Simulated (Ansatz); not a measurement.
`[NH2][GeH2][NH][GeH2][NH2]` + `N[SiH2]C[SiH2]N` → `N[SiH2][CH2][GeH2][NH2]` + `N[SiH2][NH][GeH2][NH2]`  (redistribution)

Calculated with Ansatz (gas phase, PBE0-D4/def2-TZVP geometries, no zero-point term in ΔE). CCSD(T)/CBS adds triple-zeta CCSD(T) − MP2 to the extrapolated MP2 energy (def2 sets, frozen cores). DFT in def2-TZVPP. For Ge outer-core shells are correlated without core-valence functions, which leaves a few kJ/mol of doubt a bond. Scalar relativity is left out up to krypton. One conformer a species, not always the lowest.

`[NH2][GeH2][NH][GeH2][NH2]`:

Z-matrix (Å, degrees):
```
Ge
N 1 1.820
N 1 1.843 2 103.6
H 1 1.546 2 107.7 3 -123.4
H 1 1.544 2 114.7 3 113.3
Ge 2 1.843 1 123.6 3 -42.7
H 2 1.007 1 117.8 3 150.5
H 3 1.011 1 114.5 2 156.3
H 3 1.011 1 114.4 2 -77.2
N 6 1.836 2 114.5 1 76.3
H 6 1.538 2 106.3 1 -164.5
H 6 1.537 2 109.0 1 -42.1
H 10 1.013 6 111.0 2 -61.3
H 10 1.011 6 113.7 2 61.1
```

`N[SiH2]C[SiH2]N`:

Z-matrix (Å, degrees):
```
Si
C 1 1.870
N 1 1.718 2 110.5
H 1 1.497 2 106.7 3 125.4
H 1 1.490 2 111.5 3 -117.9
Si 2 1.866 1 112.9 3 -45.1
H 2 1.095 1 109.0 3 -167.5
H 2 1.095 1 109.5 3 75.5
H 3 1.009 1 117.5 2 68.2
H 3 1.006 1 119.8 2 -150.3
N 6 1.735 2 108.4 1 -28.4
H 6 1.486 2 111.8 1 87.7
H 6 1.495 2 109.6 1 -153.6
H 11 1.009 6 118.0 2 168.7
H 11 1.010 6 118.3 2 -55.6
```

`N[SiH2][CH2][GeH2][NH2]`:

Z-matrix (Å, degrees):
```
Si
C 1 1.861
N 1 1.734 2 109.0
H 1 1.488 2 111.2 3 116.5
H 1 1.496 2 109.2 3 -125.3
Ge 2 1.954 1 113.9 3 -53.4
H 2 1.094 1 110.0 3 67.6
H 2 1.095 1 108.8 3 -175.3
H 3 1.010 1 117.7 2 -58.8
H 3 1.009 1 117.5 2 166.7
N 6 1.843 2 106.5 1 65.0
H 6 1.551 2 108.9 1 -58.9
H 6 1.542 2 111.8 1 -178.7
H 11 1.014 6 110.8 2 -62.5
H 11 1.011 6 114.1 2 173.9
```

`N[SiH2][NH][GeH2][NH2]`:

Z-matrix (Å, degrees):
```
Si
N 1 1.711
N 1 1.712 2 111.0
H 1 1.495 2 103.0 3 125.0
H 1 1.491 2 115.4 3 -117.5
Ge 2 1.844 1 126.4 3 -134.3
H 2 1.010 1 117.9 3 53.9
H 3 1.007 1 121.8 2 59.5
H 3 1.006 1 120.4 2 -149.5
N 6 1.836 2 115.9 1 -69.8
H 6 1.534 2 108.4 1 48.8
H 6 1.536 2 105.7 1 171.4
H 10 1.011 6 114.0 2 70.4
H 10 1.011 6 114.8 2 -55.8
```

```
          level  ΔE (eV)
      r2SCAN-D4    -0.39
        ωB97M-V    -0.38
CCSD/def2-TZVPP    -0.41
  HF/def2-QZVPP    -0.44
```

Q: What does CCSD(T)/CBS give? (Best estimate.)

A: The calculation gave: -0.42 eV. The listed levels differ from it by 0.03, 0.04, 0.01, -0.02 eV.

Largest T1 diagnostic among the species: 0.011.

The D4 term adds +0.05 eV with B3LYP and +0.03 eV with PBE0; it sums over pairs of atoms, weighted by their polarisabilities, and B3LYP, whose exchange is more repulsive, gets the larger term.

B3LYP here is the variant with VWN-RPA as its local correlation; programs differ in this.
